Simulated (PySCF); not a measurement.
Polarisability and C₆ of Xe⁺ (xenon, charge +1)

[Kr] 4d10 5s2 5p5, 2P determinant. Calculation: PySCF 2.14, in def2-TZVPPD with the def2 core potential (28 electrons) (7s6p4d2f, 59 functions); scalar relativity through the core potential. Coupled (time-dependent) response in atomic units; α is the mean over directions.

```
 method  mean α (bohr³)         α xx, yy, zz  C₆ (like pair)  S(−4)
    UHF           17.76  17.14, 18.07, 18.07           153.8  49.98
    PBE           18.42  17.52, 18.87, 18.87           160.1  56.35
   PBE0           18.04  17.27, 18.42, 18.42           156.3  52.74
r2SCANh           17.90  17.14, 18.28, 18.28           159.0  48.80
  B97-3           18.02  17.26, 18.41, 18.41           156.2  52.38
```

S(−4) is the Cauchy moment in α(ω) = α(0) + S(−4) ω² + …

Spin-orbit coupling is absent.

α(iu) at PBE:

| u (hartree) | α(iu) (bohr³) |
| --- | --- |
| 0 | 18.42 |
| 0.0500 | 18.28 |
| 0.100 | 17.87 |
| 0.200 | 16.45 |
| 0.300 | 14.58 |
| 0.500 | 10.89 |
| 0.750 | 7.520 |
| 1.00 | 5.402 |
| 1.50 | 3.181 |
| 2.00 | 2.140 |
| 3.00 | 1.214 |
| 5.00 | 0.5791 |

For an ion, C₆ is the dispersion term alone; charge-induced terms of lower order in 1/R come first.

The components differ because the open shell of this determinant is not spherical; for a pure term their mean is the scalar polarisability.

Energies and moments cover only the electrons outside the core potential.
